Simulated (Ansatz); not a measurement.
Start from `N#CB(F)Cl` and change one atom or group to get `C=NB(F)Cl`.

Ansatz, PBE0-D4/def2-TZVP geometries, multiplicity 1. Each molecule was computed in one conformer, which needn't be the lowest.

| property | `N#CB(F)Cl` |
| --- | --- |
| size of the dipole moment (ωB97M-V/def2-TZVPP) / D | 2.22 |
| LUMO energy (ωB97M-V/def2-TZVPP) / eV | -0.51 |
| LUMO energy (PBE/def2-TZVPP) / eV | -3.63 |
| HOMO–LUMO gap (B3LYP/def2-TZVPP) / eV | 6.94 |
| ideal-gas entropy at 298 K and 1 bar (rigid rotor, harmonic PBE0-D4/def2-TZVP) / J/(mol·K) | 307 |
| HOMO energy (PBE0/def2-TZVPP) / eV | -10.15 |

(1) Give the same properties after the change, and the shifts. (An estimate is asked.)

## Answers

(1) The calculation gave: 
```json
{"property": "size of the dipole moment (ωB97M-V/def2-TZVPP) / D", "`C=NB(F)Cl`": "3.12", "shift": "0.90"}
{"property": "LUMO energy (ωB97M-V/def2-TZVPP) / eV", "`C=NB(F)Cl`": "0.73", "shift": "1.24"}
{"property": "LUMO energy (PBE/def2-TZVPP) / eV", "`C=NB(F)Cl`": "-2.67", "shift": "0.96"}
{"property": "HOMO–LUMO gap (B3LYP/def2-TZVPP) / eV", "`C=NB(F)Cl`": "5.91", "shift": "-1.03"}
{"property": "ideal-gas entropy at 298 K and 1 bar (rigid rotor, harmonic PBE0-D4/def2-TZVP) / J/(mol·K)", "`C=NB(F)Cl`": "318", "shift": "11"}
{"property": "HOMO energy (PBE0/def2-TZVPP) / eV", "`C=NB(F)Cl`": "-7.94", "shift": "2.21"}
```

With PBE0 the HOMO rises by 2.21 eV and the LUMO rises by 1.16 eV, so the gap narrows by about 1.05 eV. PBE moves the HOMO by 2.13 eV and ωB97M-V by 2.23 eV. The zero-point energy changes by 59.3 kJ/mol with +6 modes. Dipoles are sizes alone; their direction can turn.

B3LYP here is the variant with VWN-RPA as its local correlation; programs differ in this.
